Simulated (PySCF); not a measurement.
O4Os, multiplicity 1. Atoms are numbered in the order given.

```xyz
5

Os     0.0000     0.0000     0.0000
O     -0.9851     0.9851    -0.9851
O      0.9851     0.9851     0.9851
O      0.9851    -0.9851    -0.9851
O     -0.9851    -0.9851     0.9851
```
Charge 0, spin multiplicity 1.

The structure is a stationary point at B3LYP-D3(BJ)/def2-SVP. The spin state was assumed, not searched. The isomer is the one that the SMILES or the coordinates give; other isomers of the formula were not compared. The def2 effective core potentials stand for the cores of Os; spin–orbit coupling is left out.

Method: M06-2X/def2-TZVP in PySCF.

ESP charges are fitted to the potential on shells at 1.4 to 2.0 van der Waals radii. Atomic charges (e):

| atom | Mulliken | Löwdin | ESP fit |
|---|---|---|---|
| Os1 | 1.65 | ___ | 1.32 |
| O2 | -0.41 | ___ | -0.33 |
| O3 | -0.41 | ___ | -0.33 |
| O4 | -0.41 | ___ | -0.33 |
| O5 | -0.41 | ___ | -0.33 |

What belongs in the gaps? (Estimate from the structure and the level; the computed values follow.)


- Os1, Löwdin: 1.26
- O2, Löwdin: -0.31
- O3, Löwdin: -0.31
- O4, Löwdin: -0.31
- O5, Löwdin: -0.31
